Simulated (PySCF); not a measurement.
CH₃AlBrFO, SMILES C[O][Al]([F])[Br].

Coordinates come from a B3LYP-D3(BJ)/def2-SVP optimisation. The values are those of a single conformer.

All values below come from PBE/def2-TZVP in PySCF.

Symmetry labels are those of the subgroup Cs that the program uses (full group Cs).

Computed valence orbital energies around the gap with their symmetry:
```json
[
 {"orbital": "HOMO−7", "symmetry": "A'", "energy (eV)": "-10.93"},
 {"orbital": "HOMO−6", "symmetry": "A'", "energy (eV)": "-9.80"},
 {"orbital": "HOMO−5", "symmetry": "A\"", "energy (eV)": "-9.79"},
 {"orbital": "HOMO−4", "symmetry": "A'", "energy (eV)": "-9.24"},
 {"orbital": "HOMO−3", "symmetry": "A\"", "energy (eV)": "-7.83"},
 {"orbital": "HOMO−2", "symmetry": "A'", "energy (eV)": "-7.68"},
 {"orbital": "HOMO−1", "symmetry": "A'", "energy (eV)": "-7.18"},
 {"orbital": "HOMO", "symmetry": "A\"", "energy (eV)": "-7.12"},
 {"orbital": "LUMO", "symmetry": "A'", "energy (eV)": "-1.96"},
 {"orbital": "LUMO+1", "symmetry": "A\"", "energy (eV)": "-1.07"},
 {"orbital": "LUMO+2", "symmetry": "A'", "energy (eV)": "0.43"},
 {"orbital": "LUMO+3", "symmetry": "A'", "energy (eV)": "1.17"}
]
```
